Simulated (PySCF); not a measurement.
Job file and geometry (Å, from GFN2-xTB) of an NMR shielding run on `C(=C)[Si@@H](NC=O)C(C)C`, C$_{6}$H$_{13}$NOSi, PySCF 2.14.0, density-fitted response routines, GIAO PBE0/pcSseg-1 NMR shielding, non-relativistic, gas phase; density fitting, a coarse starting grid and PySCF grid level 2 are the driver's defaults:

```
{"job": {"kind": "nmr", "xc": "PBE0", "basis": "pcSseg-1"}, "charge": 0, "multiplicity": 1}
C      1.257462    -2.316259     0.665692
C      0.917099    -1.238449     1.356138
Si     0.646131     0.491899     0.650083
N      1.833172     0.627170    -0.649829
C      1.894630     1.788909    -1.315572
O      1.164057     2.717695    -1.076218
C     -1.125894     0.638389    -0.055436
C     -2.168605     0.357092     1.025384
C     -1.337177    -0.297761    -1.246144
H      1.452120    -2.277663    -0.394730
H      1.359806    -3.290265     1.120568
H      0.724705    -1.354943     2.414658
H      0.961393     1.516122     1.646890
H      2.490770    -0.098037    -0.882065
H      2.668602     1.829783    -2.105021
H     -1.272496     1.663247    -0.406539
H     -2.054607     1.043490     1.860711
H     -2.064895    -0.658896     1.401586
H     -3.174810     0.470476     0.624459
H     -2.348256    -0.191774    -1.636659
H     -0.639153    -0.064670    -2.047048
H     -1.194467    -1.336169    -0.951758
```

Q: What does the program print?

A: 
```
coarse grid: 18352 points
cycle   1  E = -655.1165470356  dE =  1.065e+00  |g| = 8.969e-01  |ddm| = 4.100e+00
cycle   2  E = -654.6476969307  dE =  4.689e-01  |g| = 1.763e+00  |ddm| = 2.302e+00
cycle   3  E = -655.2710495822  dE = -6.234e-01  |g| = 2.846e-01  |ddm| = 1.799e+00
cycle   4  E = -655.2875071332  dE = -1.646e-02  |g| = 8.123e-02  |ddm| = 2.566e-01
cycle   5  E = -655.2887552116  dE = -1.248e-03  |g| = 2.521e-02  |ddm| = 6.574e-02
cycle   6  E = -655.2888897671  dE = -1.346e-04  |g| = 6.247e-03  |ddm| = 2.044e-02
cycle   7  E = -655.2888978939  dE = -8.127e-06  |g| = 2.200e-03  |ddm| = 6.194e-03
final grid: 171216 points
cycle   8  E = -655.3501203678  dE = -3.054e-05  |g| = 1.505e-02  |ddm| = 3.230e-02
cycle   9  E = -655.3500212087  dE =  9.916e-05  |g| = 2.712e-02  |ddm| = 2.877e-02
cycle  10  E = -655.3501659794  dE = -1.448e-04  |g| = 3.517e-03  |ddm| = 1.968e-02
cycle  11  E = -655.3501686720  dE = -2.693e-06  |g| = 3.211e-04  |ddm| = 2.810e-03
cycle  12  E = -655.3501686917  dE = -1.971e-08  |g| = 1.644e-04  |ddm| = 4.588e-04
cycle  13  E = -655.3501686979  dE = -6.191e-09  |g| = 5.611e-05  |ddm| = 1.605e-04
cycle  14  E = -655.3501686986  dE = -7.014e-10  |g| = 1.913e-05  |ddm| = 5.449e-05
converged SCF energy = -655.3501686986

GIAO shielding tensors (ppm)
atom      isotropic    diamagn.    paramagn.     s11        s22        s33       span
  0 C       45.598     255.787    -210.189    -80.457     49.761    167.490    247.947
  1 C       45.630     264.555    -218.925    -72.910     27.657    182.144    255.054
  2 Si     373.744     883.649    -509.906    344.783    373.289    403.160     58.377
  3 N      140.061     332.260    -192.199     33.620    158.865    227.699    194.079
  4 C       19.104     244.360    -225.256    -71.400     31.917     96.795    168.194
  5 O     -112.774     404.181    -516.955   -407.591   -229.626    298.895    706.487
  6 C      169.835     254.081     -84.246    164.509    171.400    173.595      9.086
  7 C      169.090     248.833     -79.742    157.844    161.376    188.051     30.208
  8 C      170.040     250.709     -80.669    157.295    164.864    187.962     30.668
  9 H       25.705      34.841      -9.136     21.533     25.165     30.416      8.883
 10 H       25.150      29.218      -4.068     22.203     24.447     28.799      6.595
 11 H       25.187      31.943      -6.756     23.212     24.801     27.547      4.335
 12 H       26.536      31.297      -4.761     23.196     24.623     31.790      8.594
 13 H       27.297      35.030      -7.733     22.723     27.576     31.592      8.869
 14 H       23.169      25.417      -2.248     19.381     22.287     27.839      8.458
 15 H       29.784      34.337      -4.553     25.406     27.992     35.955     10.549
 16 H       30.545      30.830      -0.285     25.782     28.154     37.699     11.917
 17 H       31.129      32.169      -1.040     26.459     30.668     36.261      9.802
 18 H       30.640      30.303       0.337     26.145     27.906     37.868     11.724
 19 H       30.725      31.697      -0.972     26.201     28.089     37.885     11.685
 20 H       30.563      33.831      -3.268     25.295     29.698     36.694     11.399
 21 H       30.931      34.090      -3.159     26.661     30.218     35.914      9.253
```

Q: Turn these shieldings into chemical shifts. References, each an isolated molecule treated in the same way: 13C (σ = 186.93 ppm) and 29Si (σ = 349.16 ppm) and 1H (σ = 31.72 ppm) vs TMS; 15N (σ = 267.73 ppm) against NH3; H2O for 17O (σ = 336.08 ppm).

A: Averaging equivalent atoms: C 4: 167.8; C 0: 141.3; C 1: 141.3; C 7: 17.8; C 6: 17.1; C 8: 16.9; Si 2: -24.6; N 3: 127.7; O 5: 448.9; H 14: 8.55; H 10: 6.57; H 11: 6.53; H 9: 6.01; H 12: 5.18; H 13: 4.42; H 15: 1.93; H 19/20/21: 0.98; H 16/17/18: 0.95 ppm. Unscaled 17O shifts of doubly bonded oxygen tend to come out too high, by tens of ppm or more. Experimental scales use liquid or dissolved standards, which lie at an offset from isolated NH3 (liquid NH3: subtract about 20 ppm) and H2O (liquid H2O: subtract about 36 ppm).

Size and cost of the density-fitted run: 225 basis functions, 64 s wall time on 1 thread of an x86-64 server CPU, shared host.
